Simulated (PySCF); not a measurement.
**3-hydroxy-1-fluorobenzene: calculation and literature**

Geometry:
```
atom   x (Å)   y (Å)   z (Å)
  O1   2.478  -0.316   0.003
  C2   1.131  -0.165   0.000
  C3   0.338  -1.311   0.014
  C4  -1.038  -1.202   0.012
  C5  -1.652   0.040  -0.001
  C6  -0.850   1.164  -0.015
  F7  -1.425   2.385  -0.030
  C8   0.531   1.088  -0.015
  H9   2.910   0.547  -0.008
 H10   0.824  -2.273   0.026
 H11  -1.644  -2.095   0.022
 H12  -2.725   0.143  -0.001
 H13   1.118   1.995  -0.025
```

PySCF 2.14.0 with density-fitted response routines calculation with GFN2-xTB geometry and PBE0/pcSseg-1 with gauge-including orbitals; relativity neglected, single conformer, in vacuum.

Reference values: measured (liquid, neat, 295 K; 17O NMR survey of organic solvents and oxofluorinated compounds, PMC5915748).
```tsv
atoms	quantity	reference	computed	computed, scaled
O1	δ 17O vs D2O (external)	80.0	–	78.2
```

Reference values: measured (G. Saielli, R. Bini, A. Bagno, Computational 19F NMR. 2. Organic compounds, RSC Adv. 2014, ESI (exp. from Berger-Braun-Kalinowski 1994 and Everett 1995)).
```tsv
atoms	quantity	reference	computed	computed, scaled
F7	δ 19F vs CFCl3	-112.2	-114.4	-111.5
```

Computed shifts are σ(ref) − σ with the named reference compound (TMS for H and C) calculated as an isolated molecule at the same level. The measured values may be among those fitted. Shieldings were converted by a linear fit to measured shifts: 17O (scatter 10.7 ppm rms, 12.2 ppm with the 3 outliers that the fit left out vs liquid water, solution or neat liquid); 19F (scatter 6.0 ppm rms, 7.0 ppm with the 5 outliers that the fit left out vs CFCl3, solution or neat liquid, with a term for F on sp3 carbon). Occasional misses reach two or three times the rms, and more in compound classes unlike the fitted ones.
